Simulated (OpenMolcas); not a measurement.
# Dy2+: effect of the metal basis and ligand basis

Dy2+ with 8 ligands (fluoride) in cubic eightfold coordination (Oh) at 2.5 Å. A charge of +0.75 e stands 2.8 Å behind each ligand.

| Property | Result |
| --- | --- |
| Program | OpenMolcas |
| Method | CASSCF |
| Spin-orbit coupling | state interaction with AMFI integrals over the reference wave functions |

Fixed: active space 10 electrons in 7 orbitals (4f), DKH2 Hamiltonian.

States (labels of O, the rotations of Oh). Energies in cm-1 above the lowest state or level, χT in cm3 K/mol.

```csv
Run,Metal basis,Ligand basis,Ground state,First state of that spin,First gap with spin-orbit (degeneracies),Width of lowest J,χT at 300 K,Cost
A,ANO-RCC-VDZP,ANO-RCC-VDZP,5A2,5T2 86.7,"0.8 (2, 3)",244,13.807,roughly 3 core-minutes
B,ANO-RCC-VTZP,ANO-RCC-VTZP,5A2,5T2 83.5,"1.2 (2, 3)",243,13.799,roughly 3 core-minutes
```

Against A, the width of the lowest J multiplet changes by -0.4 % in B.

Costs are those of the RASSCF and RASSI steps.

High states are left out of the spin-orbit mixing, which shifts the levels that they would mix with. Without dynamic correlation the ligand-field splitting of an f shell can come out too small, at times by half. A group larger than the point group allows holds several states that coincide in this model. No measured value stands beside these numbers; the geometry is a model, was not optimised and need not be the one that this ion takes.
